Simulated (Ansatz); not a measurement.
```yaml
crystal:
  periodic: [false, false, false]
  atoms:
    - {symbol: C, position_ang: [-1.190501, 1.117000, -0.618815]}
    - {symbol: Si, position_ang: [-0.748783, -0.188767, 0.641530]}
    - {symbol: B, position_ang: [0.908180, -0.541069, 1.456575]}
    - {symbol: Si, position_ang: [1.742320, -0.719059, -0.208683]}
    - {symbol: H, position_ang: [-1.657647, 0.678509, -1.503179]}
    - {symbol: H, position_ang: [-1.919652, 1.795623, -0.164564]}
    - {symbol: H, position_ang: [-0.322431, 1.701063, -0.923176]}
    - {symbol: H, position_ang: [-1.981904, -0.952605, 0.992515]}
    - {symbol: H, position_ang: [1.050426, -1.333200, 2.335130]}
    - {symbol: H, position_ang: [1.517157, 0.192466, -1.359580]}
    - {symbol: H, position_ang: [2.668333, -1.806961, -0.627256]}
basis:
  gaussian: {orbitals: pcseg-2}
hamiltonian: {xc: {name: B2PLYP}, dispersion: d4}
scf: {lower_state_search: light}
output: {forces: true}
```

```sh
$ ansatz run in.yaml --threads 2 --pin off --events-out ev --progress --plain --max-ram 4352MiB
```

(1) How does Ansatz answer? (Best estimate.)

Answers

(1) The calculation gave: The input was rejected before any iteration.
```
Error: invalid value for `hamiltonian.dispersion`: no damping is tabulated for this functional; type it, or the functional that lends it
```
